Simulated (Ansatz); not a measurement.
Dissociation curve of CH (cation, charge +1), singlet. Each curve is given relative to its own lowest point near equilibrium.

```json
[
 {"R / Å": "0.85", "A": "189.1", "B": "201.3", "C": "182.2", "D": "189.6"},
 {"R / Å": "0.93", "A": "80.2", "B": "89.9", "C": "75.0", "D": "80.7"},
 {"R / Å": "0.96", "A": "54.1", "B": "62.7", "C": "49.6", "D": "54.5"},
 {"R / Å": "1.02", "A": "19.7", "B": "25.7", "C": "16.7", "D": "20.0"},
 {"R / Å": "1.06", "A": "7.2", "B": "11.2", "C": "5.1", "D": "7.4"},
 {"R / Å": "1.09", "A": "2.0", "B": "4.6", "C": "0.7", "D": "2.2"},
 {"R / Å": "1.14", "A": "0.0", "B": "0.0", "C": "0.0", "D": "0.0"},
 {"R / Å": "1.16", "A": "1.1", "B": "0.0", "C": "1.6", "D": "1.0"},
 {"R / Å": "1.21", "A": "7.5", "B": "3.8", "C": "9.5", "D": "7.3"},
 {"R / Å": "1.26", "A": "18.2", "B": "11.7", "C": "21.6", "D": "17.8"},
 {"R / Å": "1.35", "A": "44.5", "B": "33.2", "C": "50.7", "D": "43.7"},
 {"R / Å": "1.44", "A": "76.1", "B": "60.1", "C": "85.2", "D": "74.8"},
 {"R / Å": "1.54", "A": "113.5", "B": "92.8", "C": "126.3", "D": "111.7"},
 {"R / Å": "1.71", "A": "176.4", "B": "148.4", "C": "217.0", "D": "173.2"},
 {"R / Å": "1.88", "A": "233.1", "B": "199.0", "C": "287.0", "D": "228.2"},
 {"R / Å": "2.08", "A": "288.9", "B": "248.8", "C": "319.1", "D": "281.3"},
 {"R / Å": "2.31", "A": "—", "B": "280.8", "C": "338.0", "D": "—"},
 {"R / Å": "2.52", "A": "—", "B": "293.7", "C": "349.8", "D": "—"},
 {"R / Å": "2.81", "A": "—", "B": "305.6", "C": "360.6", "D": "—"},
 {"R / Å": "3.07", "A": "—", "B": "312.0", "C": "366.5", "D": "—"},
 {"R / Å": "3.45", "A": "—", "B": "315.8", "C": "371.4", "D": "—"},
 {"R / Å": "3.98", "A": "—", "B": "314.8", "C": "374.4", "D": "—"}
]
```

Energies in kJ/mol.

### Question
Assign the columns to these levels of theory: CCSD on RHF/aug-cc-pVQZ, frozen core in Ansatz (a first-principles code); CCSD(T) on RHF/aug-cc-pVQZ, frozen core run with Ansatz; unrestricted PBE/aug-cc-pVQZ in Ansatz; MP2 on UHF/aug-cc-pVQZ, frozen core (Ansatz).

### Answer
A is RCCSD; B is UKS-PBE; C is UMP2; D is RCCSD(T).

A dash means that the run gave no value there, or that the column was ended at a point which the program doubted or which failed a test of continuity chosen for this set; such a test can also cut sound points.

The scan ran from 0.85 to 4.54 Å; beyond the distances shown full CI changes its symmetry label. The unrestricted determinant behind UKS-PBE is spin-contaminated at 0.85 to 3.98 Å (<S²> up to 1.0, against 0.00 for a pure singlet). The T1 diagnostic of CCSD on the restricted reference of RCCSD(T), RCCSD exceeds 0.045 at 2.31 to 3.98 Å. The unrestricted determinant behind UMP2 is spin-contaminated at 0.85 to 3.98 Å (<S²> up to 1.1, against 0.00 for a pure singlet).
